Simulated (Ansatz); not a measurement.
Basis-set extrapolation for Cl$_{3}$H$_{3}$O$_{2}$Si$_{2}$, SMILES `O[Si](O)(Cl)[SiH](Cl)Cl` (PBE0-D4/def2-TZVP geometry, frozen core, Ansatz). Multiplicity 1, RHF reference.

```csv
,def2-TZVPP,def2-QZVPP
HF,-2108.250136,-2108.313850
MP2 correlation,-1.270153,-1.389459
CCSD(T) correlation,-1.386900,not run
```

Energies in hartree. Use E(X) = E(∞) + A·exp(−7.88·√X) for Hartree–Fock and E(X) = E(∞) + B·X^(−2.97) for correlation, with X = 3 and 4, and add CCSD(T) minus MP2 of the smaller set to the MP2 limit.

Problem. What is the CCSD(T) energy at the basis-set limit?

Solution. HF limit: -2108.313850 + (-0.063714) × 0.13774 = -2108.32263. MP2 limit: -1.389459 + (-0.119306) × 0.74074 = -1.47783. Higher-order term: -1.386900 − (-1.270153) = -0.11675. Total: -2109.91721 hartree, 735.6 kJ/mol below CCSD(T)/def2-TZVPP.
